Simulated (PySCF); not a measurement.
## Spin–spin coupling constants

Geometry:
```csv
atom,x (Å),y (Å),z (Å)
F1,-1.198,-0.331,1.615
C2,-1.302,0.115,0.319
C3,-0.098,-0.324,-0.486
C4,1.193,0.215,0.091
Br5,2.740,-0.374,-0.922
H6,-1.387,1.216,0.340
H7,-2.228,-0.294,-0.120
H8,-0.061,-1.424,-0.514
H9,-0.223,0.019,-1.526
H10,1.220,1.314,0.081
H11,1.342,-0.132,1.121
```

Indirect spin–spin couplings were computed at B3LYP/pcJ-1 (pcSseg-1 on Br) (spin–dipole term only in couplings to heteroatoms) (PySCF 2.14.0 with density-fitted response routines) on a PBE0-D3(BJ)/def2-SVP structure, for the isolated molecule, without vibrational or relativistic corrections. Couplings are averaged over pairs made equivalent by symmetry, fast rotation or ring inversion, so a value needn't be that of the named pair in this geometry, while other rotamers aren't included; one pair stands for each set, and the list holds those of at least 0.8 Hz over up to four bonds. One-bond C–F couplings come out tens of Hz too large with common functionals.

Isotopes: 19F, 13C, 1H.

```json
{"pair": "F1, C2", "bonds": "1", "J (Hz)": "-235.0"}
{"pair": "C2, C3", "bonds": "1", "J (Hz)": "37.8"}
{"pair": "C2, H6", "bonds": "1", "J (Hz)": "154.1"}
{"pair": "C3, C4", "bonds": "1", "J (Hz)": "?"}
{"pair": "C3, H8", "bonds": "1", "J (Hz)": "135.9"}
{"pair": "C4, H10", "bonds": "1", "J (Hz)": "?"}
{"pair": "F1, C3", "bonds": "2", "J (Hz)": "19.3"}
{"pair": "F1, H6", "bonds": "2", "J (Hz)": "54.6"}
{"pair": "C2, H8", "bonds": "2", "J (Hz)": "-2.0"}
{"pair": "C3, H10", "bonds": "2", "J (Hz)": "?"}
{"pair": "C4, H8", "bonds": "2", "J (Hz)": "-5.7"}
{"pair": "H6, H7", "bonds": "2", "J (Hz)": "-11.0"}
{"pair": "H8, H9", "bonds": "2", "J (Hz)": "?"}
{"pair": "H10, H11", "bonds": "2", "J (Hz)": "-10.9"}
{"pair": "F1, C4", "bonds": "3", "J (Hz)": "4.2"}
{"pair": "F1, H8", "bonds": "3", "J (Hz)": "?"}
{"pair": "C2, H10", "bonds": "3", "J (Hz)": "1.9"}
{"pair": "C4, H6", "bonds": "3", "J (Hz)": "?"}
{"pair": "H6, H8", "bonds": "3", "J (Hz)": "8.4"}
{"pair": "H6, H9", "bonds": "3", "J (Hz)": "?"}
{"pair": "H8, H10", "bonds": "3", "J (Hz)": "15.6"}
{"pair": "H8, H11", "bonds": "3", "J (Hz)": "5.4"}
```

Q: Estimate the withheld couplings, with signs.

A: 
- 1J(C3,C4) = 38.2 Hz (bond length 1.514 Å)
- 1J(C4,H10) = 157.0 Hz (bond length 1.099 Å, sp3 carbon)
- 2J(C3,H10) = -2.2 Hz (angle at C4 112°)
- 2J(H8,H9) = -15.2 Hz (angle at C3 107°)
- 3J(F1,H8) = 26.8 Hz (mean over equivalent pairs that range from 9.9 to 43.6 Hz in this conformer)
- 3J(C4,H6) = 8.9 Hz (mean over equivalent pairs that range from 4.7 to 13.1 Hz in this conformer)
- 3J(H6,H9) = 3.7 Hz (mean over equivalent pairs that range from 1.9 to 5.4 Hz in this conformer)

Relativistic effects of the heavier atoms present are left out.
